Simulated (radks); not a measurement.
The nuclear charge of neutral lanthanum is varied continuously with 57 electrons held in [Xe] 5d1 6s2. Method: scalar-relativistic Kohn-Sham, r2SCAN, spin-polarised, spherical densities, finite nucleus; open shells are filled with parallel spins first (spin-orbit coupling, left out, can overturn this in heavy ions); meta-GGA in the generalised Kohn-Sham scheme; Fermi nuclear charge, rms radius 4.855 fm; computed with a radial shooting solver on a logarithmic mesh with Libxc functionals. By the Hellmann-Feynman theorem dE/dZ = E(electron-nucleus)/Z, the electronic potential at the nucleus (averaged over a nucleus of fixed radius). The scalar-relativistic energy here is not variational (the density holds large components alone), so the two differ by a part that grows with Z.

Z     E (hartree)  E(electron-nucleus)/Z (hartree)  HOMO  e(HOMO) (eV)  <r> HOMO (bohr)
56.8   -8421.6990                         -358.814    5d        -1.974            3.153
56.9   -8457.7847                         -359.701    5d        -2.637            3.053
57     -8493.9601                         -360.588    5d        -3.333            2.966
57.1   -8530.2253                         -361.475    5d        -4.058            2.888
57.2   -8566.5802                         -362.362    6s        -4.634            4.424
57.3   -8603.0249                         -363.249    6s        -5.211            4.332
57.4   -8639.5593                         -364.136    6s        -5.807            4.247
57.5   -8676.1834                         -365.022    6s        -6.419            4.166
57.6   -8712.8973                         -365.909    6s        -7.047            4.090
57.7   -8749.7010                         -366.796    6s        -7.691            4.019
57.8   -8786.5945                         -367.684    6s        -8.350            3.952
57.9   -8823.5778                         -368.571    6s        -9.025            3.888
58     -8860.6510                         -369.459    6s        -9.714            3.827

The central difference of E at Z = 57 is -362.203 hartree, to compare with the third column; the second derivative is -8.97 hartree.
